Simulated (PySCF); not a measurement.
# Computed records: ClH$_{5}$OSi$_{2}$, FH$_{4}$OSi$_{2}$, ClH$_{3}$OSi$_{2}$, H$_{5}$O$_{2}$Si$_{2}$

Computed with PySCF 2.14.0. Calculation on a computer-drawn molecule: the log of a Hartree-Fock and frozen-core CCSD(T) single point meant for a local Hartree-Fock minimum, with one planted fault or none, to be diagnosed. Offsets are logged minus clean, where the clean run is the same molecule without the fault. The reference is restricted for singlets and unrestricted otherwise, and also for a bond in bohr or an excited solution. Adding or removing an electron swaps singlet and doublet. The excited solution moves the top pair (singlet) or top alpha electron (doublet) to the lowest empty orbital. Highest occupied and lowest empty are orbital energies over both spins, largest force is the largest gradient component, triples share is (T) over the correlation energy, the T1 limit is 0.02 restricted and 0.045 unrestricted, electrons count all cores, a negative frequency is imaginary (commonest isotopes), and the dipole is about the centre of nuclear charge.

Common to all runs: meant basis cc-pV(D+d)Z; logged SCF converged yes; logged CC converged yes; logged SCF stable within its kind yes; possible faults no fault, one electron removed, one electron added, multiplicity raised by two, geometry at a saddle point, SCF held on an excited solution, minimal basis STO-3G, one bond length entered in bohr, all coordinates scaled.

(1) 
```xyz
9
formula=ClH5OSi2 meant_charge=0 meant_multiplicity=1 logged_electrons=58 logged_basis_functions=108 logged_spin_squared=0.9652 logged_highest_occupied=-9.0163 logged_lowest_empty=0.99196 logged_largest_force=0.01431 logged_T1_diagnostic=0.020064 logged_D1_diagnostic=0.11662 logged_triples_share=0.02204 logged_dipole_magnitude=3.2729 logged_energy_HF=-1115.11106 logged_energy_CCSD(T)=-1115.66355 planted_fault=one_bond_length_entered_in_bohr,row_1_of_the_drawn_bonds HF_energy_offset_from_clean_run=82.69 CCSD(T)_energy_offset_from_clean_run=105
O     -0.1792    -0.4690    -2.5467
Si    -2.4060    -0.7814    -0.3707
Si    -1.9132     0.5144     1.5437
Cl    -3.3916     0.1384     2.9710
H      0.6513    -0.9056    -2.4325
H     -2.5540    -2.1955     0.0463
H     -3.6604    -0.3037    -0.9806
H     -1.9202     1.9660     1.2742
H     -0.6155     0.1488     2.1511
```

Units: logged_highest_occupied, logged_lowest_empty in eV; logged_largest_force in hartree/bohr; logged_dipole_magnitude in debye; logged_energy_HF, logged_energy_CCSD(T) in hartree; HF_energy_offset_from_clean_run, CCSD(T)_energy_offset_from_clean_run in kcal/mol.

Drawn bonds:
| atom | other atom | order |
| --- | --- | --- |
| 1 | 2 | 1 |
| 2 | 3 | 1 |
| 3 | 4 | 1 |
| 1 | 5 | 1 |
| 2 | 6 | 1 |
| 2 | 7 | 1 |
| 3 | 8 | 1 |
| 3 | 9 | 1 |

(2) 
```xyz
9
formula=ClH5OSi2 meant_charge=0 meant_multiplicity=1 logged_electrons=57 logged_basis_functions=108 logged_spin_squared=0.7671 logged_highest_occupied=-17.418 logged_lowest_empty=-8.6299 logged_largest_force=0.089119 logged_T1_diagnostic=0.025963 logged_D1_diagnostic=0.16263 logged_triples_share=0.028005 logged_dipole_magnitude=3.1722 logged_energy_HF=-1114.88751 logged_energy_CCSD(T)=-1115.47221 planted_fault=one_electron_removed HF_energy_offset_from_clean_run=223 CCSD(T)_energy_offset_from_clean_run=225
O     -0.1792    -0.4690    -2.5467
Si    -1.3576    -0.6343    -1.3952
Si    -0.8647     0.6615     0.5192
Cl    -2.3432     0.2855     1.9465
H      0.6513    -0.9056    -2.4325
H     -1.5055    -2.0484    -0.9782
H     -2.6119    -0.1566    -2.0051
H     -0.8717     2.1131     0.2497
H      0.4330     0.2959     1.1266
```

Units: logged_highest_occupied, logged_lowest_empty in eV; logged_largest_force in hartree/bohr; logged_dipole_magnitude in debye; logged_energy_HF, logged_energy_CCSD(T) in hartree; HF_energy_offset_from_clean_run, CCSD(T)_energy_offset_from_clean_run in kcal/mol.

Drawn bonds:
| atom | other atom | order |
| --- | --- | --- |
| 1 | 2 | 1 |
| 2 | 3 | 1 |
| 3 | 4 | 1 |
| 1 | 5 | 1 |
| 2 | 6 | 1 |
| 2 | 7 | 1 |
| 3 | 8 | 1 |
| 3 | 9 | 1 |

(3) 
```xyz
8
formula=FH4OSi2 meant_charge=0 meant_multiplicity=2 logged_electrons=49 logged_basis_functions=94 logged_spin_squared=3.7574 logged_highest_occupied=-5.1051 logged_lowest_empty=-2.2661 logged_largest_force=0.029478 logged_T1_diagnostic=0.025943 logged_D1_diagnostic=0.13773 logged_triples_share=0.02428 logged_dipole_magnitude=2.8436 logged_energy_HF=-754.35095 logged_energy_CCSD(T)=-754.95313 planted_fault=multiplicity_raised_by_two HF_energy_offset_from_clean_run=133.4 CCSD(T)_energy_offset_from_clean_run=132.1
O     -0.5804    -0.7359     1.2380
Si     1.0520    -1.0127     1.2447
Si     1.4503    -2.1319    -0.7917
F      3.0341    -2.5039    -0.8929
H     -0.9751    -0.2596     1.9534
H      1.4553    -1.8707     2.3827
H      1.8058     0.2595     1.3568
H      1.1211    -1.3304    -1.9936
```

Units: logged_highest_occupied, logged_lowest_empty in eV; logged_largest_force in hartree/bohr; logged_dipole_magnitude in debye; logged_energy_HF, logged_energy_CCSD(T) in hartree; HF_energy_offset_from_clean_run, CCSD(T)_energy_offset_from_clean_run in kcal/mol.

Drawn bonds:
| atom | other atom | order |
| --- | --- | --- |
| 1 | 2 | 1 |
| 2 | 3 | 1 |
| 3 | 4 | 1 |
| 1 | 5 | 1 |
| 2 | 6 | 1 |
| 2 | 7 | 1 |
| 3 | 8 | 1 |

(4) 
```xyz
7
formula=ClH3OSi2 meant_charge=0 meant_multiplicity=1 logged_electrons=56 logged_basis_functions=98 logged_spin_squared=1.3416 logged_highest_occupied=-8.3861 logged_lowest_empty=0.33083 logged_largest_force=0.015595 logged_T1_diagnostic=0.06025 logged_D1_diagnostic=0.2748 logged_triples_share=0.026499 logged_dipole_magnitude=2.9241 logged_energy_HF=-1113.89735 logged_energy_CCSD(T)=-1114.42253 planted_fault=one_bond_length_entered_in_bohr,row_1_of_the_drawn_bonds HF_energy_offset_from_clean_run=81.8 CCSD(T)_energy_offset_from_clean_run=104.8
O     -2.2487    -0.3730    -0.2454
Si     0.6020    -0.0907     1.0304
Si     1.3967     2.1290     0.5053
Cl     3.2412     1.8677     1.5127
H     -2.7257    -1.1835    -0.1444
H      0.5448    -0.2824     2.5023
H      1.5307    -1.1127     0.4832
```

Units: logged_highest_occupied, logged_lowest_empty in eV; logged_largest_force in hartree/bohr; logged_dipole_magnitude in debye; logged_energy_HF, logged_energy_CCSD(T) in hartree; HF_energy_offset_from_clean_run, CCSD(T)_energy_offset_from_clean_run in kcal/mol.

Drawn bonds:
| atom | other atom | order |
| --- | --- | --- |
| 1 | 2 | 1 |
| 2 | 3 | 1 |
| 3 | 4 | 1 |
| 1 | 5 | 1 |
| 2 | 6 | 1 |
| 2 | 7 | 1 |

Notes: T1 above single-reference limit.

(5) 
```xyz
8
formula=FH4OSi2 meant_charge=1 meant_multiplicity=1 logged_electrons=48 logged_basis_functions=94 logged_spin_squared=0 logged_highest_occupied=-16.848 logged_lowest_empty=-5.9338 logged_largest_force=0.068531 logged_T1_diagnostic=0.016378 logged_D1_diagnostic=0.042872 logged_triples_share=0.02346 logged_dipole_magnitude=5.3779 logged_energy_HF=-754.25353 logged_energy_CCSD(T)=-754.8613 planted_fault=all_coordinates_scaled,by_+9.4_% HF_energy_offset_from_clean_run=37.99 CCSD(T)_energy_offset_from_clean_run=26.97
O     -0.8911     0.9267     0.7444
Si    -0.7534    -0.0206    -0.7284
F      0.4596    -1.2636    -0.6817
Si     0.3992     1.8826    -2.1317
H     -1.3127     0.6319     1.6486
H     -2.0924    -0.5724    -1.3898
H      1.9549     2.2341    -1.9451
H     -0.3571     2.8604    -3.1575
```

Units: logged_highest_occupied, logged_lowest_empty in eV; logged_largest_force in hartree/bohr; logged_dipole_magnitude in debye; logged_energy_HF, logged_energy_CCSD(T) in hartree; HF_energy_offset_from_clean_run, CCSD(T)_energy_offset_from_clean_run in kcal/mol.

Drawn bonds:
| atom | other atom | order |
| --- | --- | --- |
| 1 | 2 | 1 |
| 2 | 3 | 1 |
| 2 | 4 | 1 |
| 1 | 5 | 1 |
| 2 | 6 | 1 |
| 4 | 7 | 1 |
| 4 | 8 | 1 |

(6) 
```xyz
9
formula=H5O2Si2 meant_charge=0 meant_multiplicity=2 logged_electrons=49 logged_basis_functions=99 logged_spin_squared=3.7568 logged_highest_occupied=-3.9454 logged_lowest_empty=-1.7417 logged_largest_force=0.026375 logged_T1_diagnostic=0.021361 logged_D1_diagnostic=0.10927 logged_triples_share=0.024499 logged_dipole_magnitude=2.8825 logged_energy_HF=-730.32326 logged_energy_CCSD(T)=-730.92686
O      0.6883    -1.6642     2.5866
Si     1.2753    -0.5036     1.5745
O      0.3162    -0.2377     0.2609
Si     1.2587     1.4867     2.7978
H      0.8338    -2.5775     2.3907
H      2.6020    -0.9548     1.0855
H      0.3723    -0.8126    -0.4873
H      1.7023     2.6657     2.0151
H      2.0295     1.4094     4.0625
```

Units: logged_highest_occupied, logged_lowest_empty in eV; logged_largest_force in hartree/bohr; logged_dipole_magnitude in debye; logged_energy_HF, logged_energy_CCSD(T) in hartree.

Drawn bonds:
| atom | other atom | order |
| --- | --- | --- |
| 1 | 2 | 1 |
| 2 | 3 | 1 |
| 2 | 4 | 1 |
| 1 | 5 | 1 |
| 2 | 6 | 1 |
| 3 | 7 | 1 |
| 4 | 8 | 1 |
| 4 | 9 | 1 |

(7) 
```xyz
9
formula=H5O2Si2 meant_charge=0 meant_multiplicity=2 logged_electrons=50 logged_basis_functions=99 logged_spin_squared=0 logged_highest_occupied=-0.47471 logged_lowest_empty=8.198 logged_largest_force=0.049687 logged_T1_diagnostic=0.012969 logged_D1_diagnostic=0.03664 logged_triples_share=0.023159 logged_dipole_magnitude=8.9455 logged_energy_HF=-730.55285 logged_energy_CCSD(T)=-731.19324
O      0.6883    -1.6642     2.5866
Si     1.2753    -0.5036     1.5745
O      0.3162    -0.2377     0.2609
Si     1.2587     1.4867     2.7978
H      0.8338    -2.5775     2.3907
H      2.6020    -0.9548     1.0855
H      0.3723    -0.8126    -0.4873
H      1.7023     2.6657     2.0151
H      2.0295     1.4094     4.0625
```

Units: logged_highest_occupied, logged_lowest_empty in eV; logged_largest_force in hartree/bohr; logged_dipole_magnitude in debye; logged_energy_HF, logged_energy_CCSD(T) in hartree.

Drawn bonds:
| atom | other atom | order |
| --- | --- | --- |
| 1 | 2 | 1 |
| 2 | 3 | 1 |
| 2 | 4 | 1 |
| 1 | 5 | 1 |
| 2 | 6 | 1 |
| 3 | 7 | 1 |
| 4 | 8 | 1 |
| 4 | 9 | 1 |

(8) 
```xyz
7
formula=ClH3OSi2 meant_charge=0 meant_multiplicity=1 logged_electrons=56 logged_basis_functions=98 logged_spin_squared=0 logged_highest_occupied=-8.9607 logged_lowest_empty=-0.11339 logged_largest_force=9.9e-06 logged_lowest_frequency=80.842 logged_T1_diagnostic=0.013596 logged_D1_diagnostic=0.035053 logged_triples_share=0.024878 logged_dipole_magnitude=1.9728 logged_energy_HF=-1114.02482 logged_energy_CCSD(T)=-1114.58592
O      0.4261    -3.0896    -0.6516
Si     0.1496    -1.7195     0.2100
Si    -1.4116    -1.8809     2.0123
Cl    -0.9525    -0.3533    -0.9535
H     -0.3005    -3.6353    -0.9146
H      1.4808    -1.1355     0.4214
H     -0.8449    -0.6395     2.6654
```

Units: logged_highest_occupied, logged_lowest_empty in eV; logged_largest_force in hartree/bohr; logged_lowest_frequency in cm⁻¹; logged_dipole_magnitude in debye; logged_energy_HF, logged_energy_CCSD(T) in hartree.

Drawn bonds:
| atom | other atom | order |
| --- | --- | --- |
| 1 | 2 | 1 |
| 2 | 3 | 1 |
| 2 | 4 | 1 |
| 1 | 5 | 1 |
| 2 | 6 | 1 |
| 3 | 7 | 1 |

**Q.** H$_{5}$O$_{2}$Si$_{2}$ (entry 6): planted fault?
**A.** multiplicity raised by two

**Q.** Which fault was planted in the run of H$_{5}$O$_{2}$Si$_{2}$ (entry 7)?
**A.** one electron added

**Q.** Give the missing planted fault for ClH$_{3}$OSi$_{2}$ (entry 8).
**A.** no fault

Further results for H$_{5}$O$_{2}$Si$_{2}$ (entry 6):

| Item | Value |
| --- | --- |
| HF energy offset from clean run | 154.5 kcal/mol |
| CCSD(T) energy offset from clean run | 157.8 kcal/mol |

Further results for H$_{5}$O$_{2}$Si$_{2}$ (entry 7):

| Property | Result |
| --- | --- |
| HF energy offset from clean run | 10.45 kcal/mol |
| CCSD(T) energy offset from clean run | -9.35 kcal/mol |

Further results for ClH$_{3}$OSi$_{2}$ (entry 8):

| Property | Result |
| --- | --- |
| HF energy offset from clean run | 0 kcal/mol |
| CCSD(T) energy offset from clean run | 0 kcal/mol |
